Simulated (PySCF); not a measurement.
SMILES BCCN (C2H8BN) (GFN2-xTB optimised geometry):

```
12

B      1.730    -0.465     0.000
C      0.162    -0.465     0.000
C     -0.533     0.906     0.000
N     -1.986     0.860    -0.026
H      2.335     0.524    -0.142
H      2.296    -1.481     0.129
H     -0.218    -1.053     0.844
H     -0.165    -1.019    -0.890
H     -0.210     1.481    -0.872
H     -0.243     1.462     0.895
H     -2.307     0.368    -0.854
H     -2.335     0.355     0.783
```

Method: B3LYP/def2-TZVP (PySCF 2.14.0).

Task: What are the frontier orbital energies and the dipole moment?

Result: HOMO-2 -9.40 eV, HOMO-1 -8.96 eV, HOMO -6.48 eV, LUMO -1.66 eV, LUMO+1 0.62 eV; dipole moment 1.32 D.

Meta-Löwdin charges at B3LYP/def2-TZVP: B1 0.04, C2 -0.32, C3 -0.08, N4 -0.51, H5 0.01, H6 0.01, H7 0.12, H8 0.12, H9 0.10, H10 0.10, H11 0.21, H12 0.21.
